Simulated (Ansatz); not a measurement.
Ansatz (a first-principles code) job for FGeH7Si2, SMILES F[SiH2][SiH2][GeH3], PBE/def2-SVPD. Geometry: r2SCAN-D4/def2-SVP. This is a generated structure with no PubChem entry under its InChIKey; it may be hypothetical. One conformer was computed; it need not be the lowest.

Ansatz 0.2 input:
```yaml
crystal:
  periodic: [false, false, false]
  atoms:
    - {symbol: Si, position_ang: [0.59624537, 1.97367960, -0.00000000]}
    - {symbol: F, position_ang: [-0.15274506, 3.42511912, 0.00000000]}
    - {symbol: Si, position_ang: [-0.97075241, 0.23339247, -0.00000000]}
    - {symbol: Ge, position_ang: [0.18797863, -1.85042573, 0.00000000]}
    - {symbol: H, position_ang: [1.45919692, 1.89780433, -1.21587777]}
    - {symbol: H, position_ang: [1.45919691, 1.89780434, 1.21587777]}
    - {symbol: H, position_ang: [-1.83805384, 0.32188486, 1.21608310]}
    - {symbol: H, position_ang: [-1.83805383, 0.32188487, -1.21608311]}
    - {symbol: H, position_ang: [1.08128512, -1.96325830, -1.24538453]}
    - {symbol: H, position_ang: [1.08128511, -1.96325830, 1.24538453]}
    - {symbol: H, position_ang: [-0.80236858, -3.02431941, -0.00000001]}
basis:
  gaussian:
    orbitals: def2-SVPD
hamiltonian:
  xc: {name: PBE}
```

Output:

```
WARN ansatz: RAYON_NUM_THREADS=1 ignored (pool sized by the plan → 1); use --threads N
Functional definition: PBE
integrals: 0.12 GiB planned
1498 factors; their error is unknown
mean field: 0.66 GiB planned
mean field evaluation 1: about -75069.3524 eV, gradient 4.0e1 eV
mean field evaluation 2: about -75062.3622 eV, gradient 8.1e1 eV
mean field evaluation 4: about -75072.0607 eV, gradient 3.1e0 eV
mean field evaluation 8: about -75072.0713 eV, gradient 4.7e-2 eV
mean field evaluation 16: about -75072.0351 eV, gradient 3.3e-5 eV
mean field -75072.03511850 eV, -2758.8464049519 hartree, gradient 3.3e-5 eV, S^2 0.000000; 0 other end points of the search recorded, 0 dependent functions left out
reference -75072.03517250 eV, -2758.8464069361 hartree; 38, 38 occupied and 127, 127 virtual orbitals, 1498 factors
Total energy: -75072.03517250 eV, -2758.8464069361 hartree
```

The calculation finished and met its thresholds.

Cost: roughly 4 core-seconds.
